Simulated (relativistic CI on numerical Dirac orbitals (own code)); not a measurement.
Radial parameters of Rh¹⁸⁺

Method of calculation: Dirac-Coulomb-Breit CI, KLI orbitals optimised for each configuration, a model potential for QED, unscaled Slater integrals (own radial code, finite nucleus).

Slater integrals F^k, G^k are unscaled and averaged over j, outside the closed core [Ne]; ζ comes from projecting the Hamiltonian with its Breit term on Σ l·s of the shell.

- 3s2 3p6 3d9: ζ(3d) = 16005 cm⁻¹; <r>(3d) = 0.3534, <r^2>(3d) = 0.1474 (bohr units).
- 3s2 3p5 3d10: ζ(3p) = 139820 cm⁻¹; <r>(3p) = 0.3798, <r^2>(3p) = 0.167 (bohr units).
- 3s2 3p6 3d8 4s: F^2(3d,3d) = 286990, F^4(3d,3d) = 183730, ζ(3d) = 16490, G^2(3d,4s) = 28466 cm⁻¹; <r>(3d) = 0.3488, <r^2>(3d) = 0.1434, <r>(4s) = 0.8097, <r^2>(4s) = 0.7353 (bohr units).

Q: Give the Racah parameters of the d shell in 3s2 3p6 3d8 4s.

A: B = F²/49 − 5F⁴/441 = 3774 cm⁻¹ and C = 35F⁴/441 = 14582 cm⁻¹.

Averages of the first 10 configurations, taken without configuration mixing, which lowers the lowest level and can move excited configurations by several eV; other configurations of the list can lie among them:

```csv
Configuration,Parity,States,Average energy above the lowest level (eV)
3s2 3p6 3d9,even,10,2.1
3s2 3p5 3d10,odd,6,197.5
3s 3p6 3d10,even,2,320.2
3s2 3p6 3d8 4s,even,90,318.0
3s2 3p6 3d8 4p,odd,270,358.9
3s2 3p6 3d8 4d,even,450,420.7
3s2 3p6 3d7 4s2,even,120,653.2
3s2 3p6 3d8 4f,odd,630,481.0
3s2 3p5 3d9 4s,odd,120,509.8
3s2 3p6 3d7 4s 4p,odd,1440,691.0
```
